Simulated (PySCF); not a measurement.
**Radial density of Sn (tin, neutral)**

PBE0, [Kr] 4d10 5s2 5p2, high-spin 3P determinant. All numbers are calculated (PySCF 2.14, a scalar-relativistic core potential, in def2-TZVP with the def2 core potential (28 electrons)). This is the valence pseudo-density: the core potential removes the inner electrons and smooths the orbitals near the nucleus.

```json
{"r (bohr)": "0.00403", "4πr²ρ (e/bohr)": "1.049e-05", "4πr²(ρα − ρβ)": "0.0000"}
{"r (bohr)": "0.00678", "4πr²ρ (e/bohr)": "2.857e-05", "4πr²(ρα − ρβ)": "0.0000"}
{"r (bohr)": "0.0114", "4πr²ρ (e/bohr)": "7.288e-05", "4πr²(ρα − ρβ)": "0.0000"}
{"r (bohr)": "0.0192", "4πr²ρ (e/bohr)": "0.0001596", "4πr²(ρα − ρβ)": "0.0000"}
{"r (bohr)": "0.0323", "4πr²ρ (e/bohr)": "0.0002792", "4πr²(ρα − ρβ)": "0.0000"}
{"r (bohr)": "0.0543", "4πr²ρ (e/bohr)": "0.0005193", "4πr²(ρα − ρβ)": "0.0000"}
{"r (bohr)": "0.0913", "4πr²ρ (e/bohr)": "0.001945", "4πr²(ρα − ρβ)": "0.0000"}
{"r (bohr)": "0.154", "4πr²ρ (e/bohr)": "0.01934", "4πr²(ρα − ρβ)": "0.0001"}
{"r (bohr)": "0.258", "4πr²ρ (e/bohr)": "0.3133", "4πr²(ρα − ρβ)": "0.0011"}
{"r (bohr)": "0.434", "4πr²ρ (e/bohr)": "5.260", "4πr²(ρα − ρβ)": "0.0264"}
{"r (bohr)": "0.731", "4πr²ρ (e/bohr)": "22.26", "4πr²(ρα − ρβ)": "0.0715"}
{"r (bohr)": "1.23", "4πr²ρ (e/bohr)": "11.61", "4πr²(ρα − ρβ)": "0.0162"}
{"r (bohr)": "2.07", "4πr²ρ (e/bohr)": "2.795", "4πr²(ρα − ρβ)": "0.6539"}
{"r (bohr)": "3.48", "4πr²ρ (e/bohr)": "0.8924", "4πr²(ρα − ρβ)": "0.5583"}
{"r (bohr)": "5.85", "4πr²ρ (e/bohr)": "0.08721", "4πr²(ρα − ρβ)": "0.0773"}
{"r (bohr)": "9.84", "4πr²ρ (e/bohr)": "0.0008144", "4πr²(ρα − ρβ)": "0.0008"}
```

Energies and moments cover only the electrons outside the core potential.
